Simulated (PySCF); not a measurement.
Vertical excitations of a molecule C₃H₅BF₂ from TDDFT-PBE/def2-SVPD in PySCF 2.14.0, as energy in eV (oscillator strength): 5.13 (0.000), 5.39 (0.212), 6.64 (0.010), 6.74 (0.004), 6.97 (0.001), 7.44 (0.002), 7.51 (0.088), 7.53 (0.020), 7.81 (0.002), 7.83 (0.001). Lowest triplet (TDA): 3.51 eV. Geometry optimised at PBE0-D3(BJ)/def2-SVP. One conformer was computed; it need not be the lowest.

**Question.** Which molecule gave these data?
(A) FB1CC(F)C1
(B) C=C(F)B(C)F
(C) C=CCB(F)F
(D) C=C(C)B(F)F

**Answer.** B, C=C(F)B(C)F
